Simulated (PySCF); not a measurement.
Compound: CH₅ClSSi.
Z-matrix (Å and degrees, PBE0-D3(BJ)/def2-SVP geometry), rows numbered from 1:
```
C 
S   1  1.8247
Si  2  2.1306  1   97.76
Cl  3  2.0609  2  107.09  1   179.39
H   1  1.0996  2  111.64  3   -62.08
H   1  1.0996  2  111.67  3    61.49
H   1  1.0980  2  106.36  3   179.69
H   3  1.4913  2  111.32  1    60.44
H   3  1.4913  2  111.40  1   -61.65
```

Computed with PBE0-D3(BJ)/def2-SVP geometry optimisation, gas phase in PySCF.

Take the most abundant isotopes and a rigid rotor. The values belong to one conformer with, in the numbering `[CH3:1][S:2][SiH2:3][Cl:4]`, C1–S2–Si3–Cl4 179°.

**Question.** Give the principal moments of inertia and the rotational constants in MHz.

**Answer.** Ia = 48.84, Ib = 323.17, Ic = 362.78 u·Å²; 505379 MHz·u·Å²/I gives A = 10348, B = 1564, C = 1393 MHz.

**Question.** Classify the top.

**Answer.** A near-prolate asymmetric top; Ray's κ = -0.962.

**Question.** Is it planar, by Δ = Ic − Ia − Ib?

**Answer.** Not planar: Δ = Ic − Ia − Ib = -9.23 u·Å². For a rigid frame Δ = −2 Σ m c², so Σ m c² = 4.61 u·Å² lies off the ab plane, practically all of it from hydrogen. The atom farthest from that plane is 1.22 Å away.

**Question.** Give the other two planar moments, Paa and Pbb, and the rms extents of the mass along the axes.

**Answer.** Paa = Σ m a² = (Ib + Ic − Ia)/2 = 318.56 and Pbb = Σ m b² = (Ia + Ic − Ib)/2 = 44.23 u·Å². With the mass M = 111.96 u, the rms extents √(P/M) along a, b and c are 1.69, 0.63, 0.20 Å.

**Question.** Give the coordinates in the principal-axis frame, origin at the centre of mass.

**Answer.** The sense of each axis is arbitrary; atoms in the order of the calculation.
```json
{"atom": "C1", "mass (u)": "12.000", "a (Å)": "-2.684", "b (Å)": "-0.411", "c (Å)": "-0.008"}
{"atom": "S2", "mass (u)": "31.972", "a (Å)": "-1.251", "b (Å)": "0.719", "c (Å)": "0.004"}
{"atom": "Si3", "mass (u)": "27.977", "a (Å)": "0.282", "b (Å)": "-0.760", "c (Å)": "0.004"}
{"atom": "Cl4", "mass (u)": "34.969", "a (Å)": "2.086", "b (Å)": "0.238", "c (Å)": "-0.003"}
{"atom": "H5", "mass (u)": "1.008", "a (Å)": "-2.701", "b (Å)": "-1.034", "c (Å)": "-0.914"}
{"atom": "H6", "mass (u)": "1.008", "a (Å)": "-2.704", "b (Å)": "-1.049", "c (Å)": "0.887"}
{"atom": "H7", "mass (u)": "1.008", "a (Å)": "-3.579", "b (Å)": "0.224", "c (Å)": "-0.004"}
{"atom": "H8", "mass (u)": "1.008", "a (Å)": "0.203", "b (Å)": "-1.624", "c (Å)": "-1.208"}
{"atom": "H9", "mass (u)": "1.008", "a (Å)": "0.211", "b (Å)": "-1.617", "c (Å)": "1.222"}
```

**Question.** Predict some low-J microwave lines.

**Answer.** The dipole components are |μa| = 2.03 D, |μb| = 1.74 D, |μc| = 0.00 D; the mirror of this Cs structure is the ab plane, so μc vanishes by symmetry and there are no c-type lines. Intensities carry the squares of the components, which stand as 1.00 : 0.73 (a : b). Some lines, for components of 0.1 D or more:

| type | branch | J(Ka,Kc) | MHz | lower level (cm⁻¹) |
| --- | --- | --- | --- | --- |
| a | Q | 3(1,2) ← 3(1,3) | 1024 | 0.870 |
| a | Q | 5(1,4) ← 5(1,5) | 2561 | 1.732 |
| a | R | 1(0,1) ← 0(0,0) | 2957 | 0.000 |
| a | R | 2(1,2) ← 1(1,1) | 5743 | 0.392 |
| b | Q | 2(1,1) ← 2(0,2) | 9128 | 0.296 |
| b | R | 1(1,1) ← 0(0,0) | 11741 | 0.000 |
| a | R | 4(2,2) ← 3(2,1) | 11850 | 1.776 |
| a | R | 5(0,5) ← 4(0,4) | 14735 | 0.985 |
| a | R | 5(4,1) ← 4(4,0) | 14790 | 5.720 |
| a | R | 5(3,2) ← 4(3,1) | 14793 | 3.649 |
| a | R | 5(2,3) ← 4(2,2) | 14828 | 2.171 |
| b | R | 5(1,5) ← 4(0,4) | 22393 | 0.985 |
| b | Q | 4(2,2) ← 4(1,3) | 25796 | 1.310 |
| b | Q | 3(2,2) ← 3(1,3) | 27122 | 0.870 |
| b | Q | 4(2,3) ← 4(1,4) | 27466 | 1.253 |
| b | R | 4(2,2) ← 3(1,3) | 38984 | 0.870 |
| b | Q | 5(3,2) ← 5(2,3) | 44283 | 2.665 |
| b | Q | 3(3,0) ← 3(2,1) | 44336 | 1.776 |
| b | R | 3(3,1) ← 2(2,0) | 53216 | 1.479 |
| b | Q | 5(4,1) ← 5(3,2) | 62077 | 4.143 |
| b | Q | 4(4,0) ← 4(3,1) | 62080 | 3.649 |
| b | R | 4(4,1) ← 3(3,0) | 73913 | 3.254 |

**Question.** Estimate the classical rotational partition function at 25 K, 298.15 K and 500 K.

**Answer.** Point group Cs, symmetry number σ = 1; q = (√π/σ)·√((kT/h)³/(ABC)), k/h = 20836.6 MHz/K: 4440 at 25 K, 183000 at 298.15 K, 397000 at 500 K.

Stationary, but not proved a minimum. Zero-point vibration and centrifugal distortion are left out. A rigid rotor knows nothing of internal rotation, which can split or shift real lines. Quadrupole hyperfine structure (35Cl) is left out.
